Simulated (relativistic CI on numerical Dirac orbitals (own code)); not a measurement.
**Cr5+ in a cubic cluster: 2p photoemission with charge transfer**

Computed with a charge-transfer multiplet model of a cubic metal-ligand cluster with up to 2 ligand holes, Slater and spin-orbit integrals from Dirac-Coulomb-Breit ions, Slater integrals scaled by 0.8. The ground state mixes d1 with configurations of k ligand holes L, whose averages lie at kΔ + k(k − 1)U_dd/2; a core hole lowers each added d electron by U_cd. 300 K, Lorentzian 0.6 eV and Gaussian 0.8 eV FWHM.

Atomic integrals in eV (Slater integrals scaled, ζ unscaled), ground: F2dd 9.377, F4dd 5.906, zeta_d 0.045; with the core hole: F2dd 9.377, F4dd 5.906, zeta_d 0.067, zeta_core 5.615, F2cd 6.891, G1cd 5.439, G3cd 3.098. Where a configuration has fewer than two d electrons, the dd integrals are those of d2.

Cluster parameters (eV): U_dd = 6.3, U_cd = 7.7, 10Dq = 2.5, 10Dq(ligand) = 0.8, V(eg) = 1.25, V(t2g) = -0.62, final-state hopping factor = 0.9.

| Case | n_d | d1 | d2L | d3L2 | S |
| --- | --- | --- | --- | --- | --- |
| Δ = -1.9 eV | 2.07 | 0.09 | 0.74 | 0.17 | 0.52 |
| Δ = 0.1 eV | 1.82 | 0.26 | 0.65 | 0.09 | 0.50 |
| Δ = 2.1 eV | 1.50 | 0.53 | 0.43 | 0.04 | 0.50 |

Weights, n_d and S are thermal averages at 300 K. Binding energies count from the first peak over 30 % of the highest in each spectrum, which can be another peak from case to case. The parameters are a model scan and need not match a compound or its usual spin state. Peaks in eV (height, largest 100):
- Δ = -1.9 eV: 0.0 (100), 6.6 (58), 9.5 (63), 16.1 (27), 19.5 (9)
- Δ = 0.1 eV: 0.0 (100), 3.4 (40), 6.3 (40), 9.3 (62), 14.0 (37), 19.0 (10), 22.6 (10), 23.8 (5)
- Δ = 2.1 eV: 0.0 (100), 3.7 (38), 8.9 (79), 15.9 (20), 19.0 (22)

Curve for Δ = 2.1 eV (points under 2 left out, the grid thinned):

```csv
E (eV),Intensity
-4.7,2.1
-4.0,2.9
-3.4,4.3
-2.7,8.4
-2.0,27.7
-1.4,68.0
-0.7,80.5
0.0,100.0
0.6,74.5
1.3,52.2
2.0,45.2
2.6,39.5
3.3,37.5
4.0,37.6
4.6,36.3
5.3,36.9
6.0,39.1
6.6,41.8
7.3,44.8
8.0,57.9
8.6,76.5
9.3,76.3
9.9,71.4
10.6,67.9
11.3,57.1
11.9,45.0
12.6,31.6
13.3,26.2
13.9,22.5
14.6,18.5
15.3,18.7
15.9,19.7
16.6,18.5
17.3,15.4
17.9,16.4
18.6,20.5
19.3,21.2
19.9,15.7
20.6,12.0
21.3,7.7
21.9,5.1
22.6,2.9
23.3,2.0
23.9,3.1
24.6,2.1
```

For the case Δ = 0.1 eV, Δ = 0.1 eV is smaller than U_dd = 6.3 eV, the charge-transfer side of the Zaanen-Sawatzky-Allen scheme. With the core hole the configuration with one ligand hole lies at Δ − U_cd = -9.6, -7.6, -5.6 eV from the one without, in the order of the table; where this is negative the screened configuration lies lower.

With at most 2 ligand holes the space is cut while the next configuration still counts, so covalency is underestimated, and a final configuration with one more ligand hole, which can lie low, is missing from the spectra.
